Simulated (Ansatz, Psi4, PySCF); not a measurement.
C2H4Cl, charge -1, singlet, geometry from GFN2-xTB (in this run its highest filled SCF level lies above zero, so its values depend strongly on the basis, on diffuse functions most of all). Base run: BLYP/def2-TZVP run with PySCF.

Here is a job for PySCF.
```python
from pyscf import gto, scf, dft

mol = gto.M(
    atom='''
C    -0.042363    0.943018    0.116436
C     1.460687    0.703025   -0.003663
Cl   -0.807666   -0.778354    0.014588
H    -0.369318    1.357038   -0.879022
H     1.947383    1.686893   -0.015681
H     1.833947    0.158331    0.870838
H     1.808367    0.153491   -0.900761
''',
    basis='def2-tzvp',
    charge=-1,
    spin=0,
    verbose=4,
)

mf = dft.RKS(mol)
mf.xc = 'blyp'
mf.kernel()
```

The same geometry, method and basis name were run in Ansatz (an electronic-structure program) and Psi4 and PySCF, at each program's defaults and at the settings that a row names. The base is PySCF at its defaults. Differences at the defaults can come from grids, fitting, cores and function types together.

```json
[
 {"code and settings": "PySCF, defaults (exact integrals, its default grid, spherical functions)", "ΔE vs base (mEh)": "0.000", "basis functions": "123", "E (Eh)": "-538.76590", "SCF cycles": "11"},
 {"code and settings": "Psi4, defaults (density fitting with its default set, its default grid, spherical functions)", "ΔE vs base (mEh)": "[?]", "basis functions": "123", "E (Eh)": "-538.76599", "SCF cycles": "10"},
 {"code and settings": "Ansatz, defaults (factorised integrals, its default grid, spherical functions)", "ΔE vs base (mEh)": "-0.003", "basis functions": "123", "E (Eh)": "-538.76590", "SCF cycles": "-"},
 {"code and settings": "PySCF, density fitting with def2-universal-jkfit", "ΔE vs base (mEh)": "-0.091", "basis functions": "123", "E (Eh)": "-538.76599", "SCF cycles": "11"},
 {"code and settings": "PySCF, fine grid", "ΔE vs base (mEh)": "0.003", "basis functions": "123", "E (Eh)": "-538.76590", "SCF cycles": "11"},
 {"code and settings": "Psi4, exact integrals, spherical functions, fine grid", "ΔE vs base (mEh)": "0.002", "basis functions": "123", "E (Eh)": "-538.76590", "SCF cycles": "13"},
 {"code and settings": "Ansatz, high accuracy", "ΔE vs base (mEh)": "0.003", "basis functions": "123", "E (Eh)": "-538.76590", "SCF cycles": "-"}
]
```

**Question.** Some entries are withheld; supply them.

**Answer.** 
- Psi4, defaults (density fitting with its default set, its default grid, spherical functions), ΔE vs base (mEh): -0.092
